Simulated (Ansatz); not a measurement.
```xyz
9

C     0.8718    0.0000   -0.0001
C    -0.4358    0.7549    0.0001
C    -0.4360   -0.7549   -0.0001
H     1.5125    0.0001    0.8819
H     1.5125    0.0000   -0.8818
H    -0.7562    1.3099   -0.8818
H    -0.7561    1.3099    0.8818
H    -0.7563   -1.3099    0.8818
H    -0.7563   -1.3099   -0.8818
```

Basis set: cc-pVDZ (spherical functions). Frozen core: 3 orbitals. Charge 0, multiplicity 1.

Computed with Ansatz (development build ahead of 0.2.0); each method stands on the lowest determinant of its kind that the runs found. Restricted open shells among the atoms or ions are ROHF, correlated in semicanonical orbitals with singles.

The atomization energy at this shape (free ground-state atoms in the same class of orbitals less the molecule, no zero-point energy) of singlet C₃H₆:

```csv
method,atomization energy
RHF,640.43 kcal/mol
```

Question: What does RHF-MP2 give?

Answer: 801.97 kcal/mol.
